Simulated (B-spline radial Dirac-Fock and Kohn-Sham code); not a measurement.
**Magnetic form factor of the 4d shell of Sb⁸⁺**

System: Sb⁸⁺, [Kr] 4d7.

Level of theory: Dirac-Fock densities; a radial atomic solver. ⟨j_K⟩ is the integral of the 4d radial density with the spherical Bessel function j_K(4πsr), s = sin θ/λ.

```
s (Å⁻¹)     ⟨j0⟩     ⟨j2⟩    ⟨j4⟩
      0   1.0000   0.0000  0.0000
   0.05   0.9819   0.0072  0.0000
    0.1   0.9293   0.0279  0.0003
   0.15   0.8475   0.0590  0.0015
    0.2   0.7442   0.0963  0.0043
   0.25   0.6284   0.1351  0.0095
    0.3   0.5091   0.1708  0.0175
   0.35   0.3941   0.1999  0.0283
    0.4   0.2896   0.2201  0.0414
   0.45   0.1997   0.2302  0.0559
    0.5   0.1261   0.2307  0.0708
    0.6   0.0279   0.2076  0.0978
    0.7  -0.0160   0.1647  0.1157
    0.8  -0.0245   0.1166  0.1217
    0.9  -0.0144   0.0731  0.1167
      1   0.0019   0.0392  0.1039
    1.1   0.0176   0.0159  0.0867
    1.2   0.0292   0.0020  0.0683
    1.4   0.0389  -0.0060  0.0354
    1.6   0.0354  -0.0008  0.0134
```

Radial moments of the shell: ⟨r²⟩ = 0.9929, ⟨r⁴⟩ = 1.556, ⟨r⁶⟩ = 3.553 in powers of bohr.

Values without a named source are computed, but for edge energies of neutral atoms, which are taken from tables.
